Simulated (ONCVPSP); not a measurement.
# How hard is this Cr (Z = 24) ONCV potential?

| Property | Result |
| --- | --- |
| Element | chromium (Cr) |
| Generator | ONCVPSP 4.0.1 |
| Type | optimised norm-conserving Vanderbilt (ONCV) |
| Functional | PBE |
| Relativity | scalar-relativistic |
| Frozen core | [Ar] |
| Valence charge | 6 |
| Reference configuration | 3d5 4s1 |
| Partial waves | 4s: rc 2.55 bohr, ncon 4, nbas 7, qcut 3.2 1/bohr, 1 projector; p scattering state at 0.22 Ha: rc 2.60 bohr, ncon 4, nbas 8, qcut 3 1/bohr, 2 projectors, debl 2.6 Ha; 3d: rc 1.45 bohr, ncon 4, nbas 9, qcut 9.6 1/bohr, 1 projector |
| Local potential | polynomial inside 0.95 bohr (lpopt 5, dvloc0 -0.5 Ha) |
| Core correction | polynomial model core, fcfact 0.6 |

Task: For each optimised wave give the share of its norm inside rc, the residual kinetic energy above qcut (Ha) and the cutoffs (Ha) for errors of 10, 1, 0.1 and 0.01 mHa per electron.

Result:

```csv
wave,norm inside rc,residual KE,10 mHa,1 mHa,0.1 mHa,0.01 mHa
4s,0.281,3.5e-05,2.0,3.4,4.8,8.5
p projector 1,0.128,5.0e-05,0.8,2.5,4.1,8.2
p projector 2,0.136,5.3e-02,5.8,13.3,32.8,38.1
3d,0.597,4.7e-05,32.2,38.6,44.0,140.9
```

The occupied waves need 39 Ha and 44 Ha for 1 and 0.1 mHa. Note: ghosts flagged at negative energy: s at -192.6 eV; GHOST(+) flagged for p at 39.9 eV, p at 44.1 eV. A true bound ghost makes a file unfit for plane-wave use. 2 of 4 tests not solved or not reliable.
